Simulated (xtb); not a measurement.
AlFH₄O₃Si, SMILES [OH][Al]([OH])[O][SiH2]F. All values are semi-empirical tight-binding results from xtb (GFN2-xTB unless named), good for trends rather than for accurate numbers. Coordinates come from a GFN2-xTB optimisation. The structure was generated by enumeration; whether it is a known compound was not checked. One conformer was computed; it need not be the lowest.

For metal compounds this method's bond lengths and energies can be far off.

The orbital gap comes out as 4.37 eV and the zero-point energy is 30.9 kcal/mol. The G − E(el) at 298.15 K (modified RRHO) is 9.0 kcal/mol.
